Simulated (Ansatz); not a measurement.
Consider the ligand exchange at the Si–C bond: `N=C([SiH3])Cl` + `OBS` → `[SiH3]OBS` + `N=CCl`.

Isolated molecules relaxed with PBE0-D4/def2-TZVP in Ansatz; ΔE leaves out vibrations. CCSD(T)/CBS adds triple-zeta CCSD(T) − MP2 to the extrapolated MP2 energy (def2 sets, frozen cores). This one scheme is used for every species. Functionals use def2-TZVPP. HSE06 is defined as in plane-wave codes. Each species was taken in one conformer, which may not be the lowest.

| level | ΔE (kJ/mol) |
| --- | --- |
| HSE06-D4 | -69.5 |
| MP2/CBS(def2) | -78.1 |

Q: What does CCSD(T)/CBS give? (Estimate.)

A: The calculation gave: -76.8 kJ/mol. The listed levels differ from it by 7.3, -1.3 kJ/mol.

Largest T1 diagnostic among the species: 0.013.

In def2-TZVPP, CCSD(T) changes the Hartree–Fock value by +22.7 kJ/mol (the triples alone add +4.6 kJ/mol) and MP2 by +21.4 kJ/mol. Leaving LDA and LC-ωPBE aside and taking each functional with its dispersion term where it has one, the values, not all of them listed here, spread over 28.5 kJ/mol, from BHLYP-D4 to revPBE-D4.
